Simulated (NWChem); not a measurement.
AlSiH$_{4}$F; SMILES [AlH]([SiH3])[F]

Computed with NWChem. Pople sets run with spherical d functions. Coordinates come from a PBE0/def2-SVP optimisation. Level M06-2X/6-31G*: energy and gradient on several grids; changes count from the extra-fine grid, which is no exact limit either.

```csv
grid,size of the energy change (μHa),largest change of a gradient component (μHa/bohr),"time, medium = 1 (rough)"
xcoarse,10000,3000,about 1
coarse,1000,300,about 1
medium,30,400,about 1
fine,< 10,90,about 1
xfine,< 10,< 30,3
```
